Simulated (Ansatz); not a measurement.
CH₃GaO₂ at its PBE0-D4/def2-TZVP geometry, where that method's forces vanish. Charge 0, multiplicity 1. The bonds changed during the relaxation, so this is another structure than the one it started from.

```xyz
7

O    -2.1107   -1.5594   -0.4062
Ga   -1.6914   -0.4023    0.9308
C     1.3316    0.9171    0.1587
O     0.6189    0.1213   -0.3891
H    -1.4986   -1.6755   -1.1361
H     1.0486    1.3844    1.1200
H     2.3016    1.2145   -0.2781
```

(1) What forces (eV/Å) does ωB97M-V/def2-TZVPP give on these atoms in Ansatz? (Best estimate.)

Answers

(1) Computed: 
```
O1   0.057 -0.005 -0.060
Ga2 -0.013  0.028  0.054
C3   0.186  0.200  0.132
O4  -0.093 -0.111 -0.082
H5  -0.042 -0.015  0.015
H6   0.016 -0.057 -0.101
H7  -0.111 -0.040  0.042
```
